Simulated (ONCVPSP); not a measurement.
What one change does to a pseudopotential (phosphorus (P), ONCV)

P, optimised norm-conserving Vanderbilt (ONCV), made with ONCVPSP 4.0.1 (PW91, scalar-relativistic). Core [He], reference 2s2 2p6 3s1 3p4. Waves: 2s+3s: rc 0.85 bohr, ncon 5, nbas 10, qcut 10.6 1/bohr, 2 projectors; 2p+3p: rc 0.95 bohr, ncon 5, nbas 9, qcut 18.5 1/bohr, 2 projectors. Local part: polynomial inside 0.65 bohr (lpopt 3, dvloc0 0 Ha). Core correction: Teter function, fcfact 5.75, rcfact 1.55.

All-electron outer shells of the reference configuration (PW91, scalar-relativistic, ld1.x):

| shell | level (eV) | outermost node (bohr) | outermost maximum (bohr) |
| --- | --- | --- | --- |
| 1s | -2086.62 | – | 0.07 |
| 2s | -175.59 | 0.14 | 0.42 |
| 2p | -126.19 | – | 0.36 |
| 3s | -14.72 | 0.65 | 1.56 |
| 3p | -6.11 | 0.64 | 1.81 |

Change: s: qcut 12.7; p: qcut 22.1.

Cutoffs: the cutoffs (Ha) at which the residual kinetic energy of the hardest occupied pseudo-wave falls to 1 and 0.1 mHa per electron; they do not see the model core or the augmentation charge, which bear on the density cutoff. Errors are all-electron minus pseudo energies relative to the spin-unpolarised reference configuration.

Predict the effect on cutoff, ghosts and configuration errors.

The potential gets harder (119 Ha and 136 Ha → 137 Ha and 160 Ha); the errors of the 4 common tests hardly move; neither file shows a bound ghost.

| quantity | base | changed |
| --- | --- | --- |
| cutoff, loose | 119 Ha | 137 Ha |
| cutoff, tight | 136 Ha | 160 Ha |
| loose cutoff by channel | s 35 Ha, p 119 Ha | s 51 Ha, p 137 Ha |
| bound ghosts | none | none |
| GHOST(+) flags under 300 eV | none | none |
| error for 2s2 2p6 3s2 3p3, meV [ΔE -8.54 eV] | +0.2 | +0.2 |
| error for 2s2 2p6 3s2 3p2, meV [ΔE 1.24 eV] | +1.6 | +1.5 |
| error for 2s2 2p6 3s2 3p1, meV [ΔE 20.44 eV] | +5.6 | +5.1 |
| error for 2s2 2p6 3s1 3p3, meV [ΔE 10.36 eV] | +0.3 | +0.3 |
| s: phases at 0.86 bohr within 0.05 rad from the reference energy up to (Ha; the scan ends near 5) | to the end of the scan | to the end of the scan |
| p: phases at 0.96 bohr within 0.05 rad from the reference energy up to (Ha; the scan ends near 5) | to the end of the scan | to the end of the scan |
| rms error of d²Exc/dni dnj with the model core, mHa | 2.50 | 2.47 |
